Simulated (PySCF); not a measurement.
# Magnetic susceptibility: SMILES C[C@H]1CCN(C)N1, C5H12N2

Geometry:
| atom | x (Å) | y (Å) | z (Å) |
| --- | --- | --- | --- |
| C1 | -2.307 | -0.206 | -0.453 |
| C2 | -0.856 | 0.246 | -0.426 |
| C3 | -0.376 | 0.702 | 0.975 |
| C4 | 0.829 | -0.218 | 1.249 |
| N5 | 1.245 | -0.728 | -0.057 |
| C6 | 2.194 | 0.135 | -0.736 |
| N7 | 0.054 | -0.842 | -0.822 |
| H8 | -2.468 | -1.013 | 0.259 |
| H9 | -2.964 | 0.622 | -0.196 |
| H10 | -2.567 | -0.560 | -1.448 |
| H11 | -0.722 | 1.058 | -1.152 |
| H12 | -1.155 | 0.575 | 1.725 |
| H13 | -0.075 | 1.748 | 0.965 |
| H14 | 1.654 | 0.289 | 1.746 |
| H15 | 0.527 | -1.076 | 1.859 |
| H16 | 2.335 | -0.256 | -1.741 |
| H17 | 3.140 | 0.093 | -0.200 |
| H18 | 1.867 | 1.180 | -0.806 |
| H19 | -0.366 | -1.739 | -0.583 |

The calculation used GIAO PBE0/pcSseg-1 magnetisability, rotational g tensor and spin-rotation constants, non-relativistic, gas phase (PySCF 2.14.0). Geometry: GFN2-xTB.

Task: How diamagnetic is it, and how anisotropic?

Result: Isotropic -1263 × 10⁻³⁰ J/T², or -76.0 × 10⁻⁶ cm³/mol; principal values -1353, -1234, -1202 × 10⁻³⁰ J/T², anisotropy 138 × 10⁻³⁰ J/T² (root of half the summed squared differences of the principal values). The susceptibility is in cgs units.

Task: Split it along the inertial axes a, b, c into diamagnetic and paramagnetic parts about the centre of mass, with the quadrupole moment.

Result: 
| axis | χ (10⁻⁶ cm³/mol) | diamagnetic (10⁻⁶ cm³/mol) | paramagnetic (10⁻⁶ cm³/mol) | summed x² of all electrons (Å²) | quadrupole Θ (D Å) |
| --- | --- | --- | --- | --- | --- |
| a | -77.8 | -366.0 | 288.2 | 135.1 | +1.83 |
| b | -73.3 | -702.8 | 629.5 | 55.7 | -2.63 |
| c | -77.0 | -809.3 | 732.3 | 30.6 | +0.79 |

Anisotropies 2χaa − χbb − χcc = -5.3 and 2χbb − χaa − χcc = +8.2 × 10⁻⁶ cm³/mol. Θ is traceless in Buckingham's convention.

Task: And the rotational g tensor?

Result: 
| axis | rotational constant (GHz) | g | nuclear part | electronic part |
| --- | --- | --- | --- | --- |
| a | 4.8644 | -0.0070 | 0.6516 | -0.6586 |
| b | 2.1336 | -0.0049 | 0.6261 | -0.6310 |
| c | 1.7995 | -0.0027 | 0.6163 | -0.6191 |

Asymmetric top; isotopes 12C, 1H, 14N; no vibrational averaging.
